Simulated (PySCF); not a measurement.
Gas-phase reaction: 2 In(CH₃)₂NH₂ + 6 CH₃ → 2 InH₃ + C₄H₁₀ (n-butane) + 2 (CH₃)₃N

Energies from PySCF, thermal terms from the rigid-rotor harmonic-oscillator model, ideal gas at 1 bar. S°(298 K) at PBE0/def2-TZVP differs from the NASA 1993 table for C₄H₁₀ (n-butane) (-9 J/mol/K); whether the harmonic model or the table's entry is off was not settled. † marks an energy on the PBE0/def2-TZVP geometry and frequencies; other levels use their own. MP2 freezes the core. Open shells (unrestricted): CH₃ (multiplicity 2); the rest are closed-shell singlets. B3LYP is the form with VWN-RPA correlation. In: scalar-relativistic def2 core potential, no spin-orbit coupling. Methyl groups turn as free rotors in In(CH₃)₂NH₂. In(CH₃)₂NH₂, InH₃: computed as isolated molecules; such fragments, hydroxides, amides, oligomers or adducts are transient or little studied in the gas. MP2 isn't extrapolated to the basis-set limit; its ΔH°(298 K) is -865.0 kJ in def2-SVP and -757.5 kJ in def2-TZVPP. The harmonic model lacks anharmonicity and excited electronic states, which grow with temperature; levels with a mode under 35 cm⁻¹ are left out. Internal rotation in C₄H₁₀ (n-butane), (CH₃)₃N is treated as a harmonic vibration of one conformer, which makes the entropy rough. Soft modes under 120 cm⁻¹ make the harmonic entropy rough for In(CH₃)₂NH₂.

| level | ΔE electronic, kJ | ΔH°(298 K), kJ | ΔS°(298 K), J/K | ΔG°(1200 K), kJ |
|---|---|---|---|---|
| B3LYP/def2-TZVP† | -780 | -720 | -589 | 25 |
| BLYP/def2-TZVP† | -747 | -687 | -589 | 57 |
| M06-2X/def2-TZVP† | -842 | -782 | -589 | -37 |
| MP2/def2-TZVPP† | -817 | -757 | -589 | -13 |
| PBE/def2-SVP | -977 | -922 | -608 | -156 |
| PBE/def2-TZVP† | -848 | -788 | -589 | -44 |
| PBE0/def2-TZVP | -841 | -781 | -589 | -36 |
| LDA/def2-TZVP† | -1152 | -1092 | -589 | -348 |
| ωB97M-V/def2-TZVP† | -877 | -818 | -589 | -73 |
ΔH° is lowest at LDA/def2-TZVP† and highest at BLYP/def2-TZVP†. No reference value is set beside these.
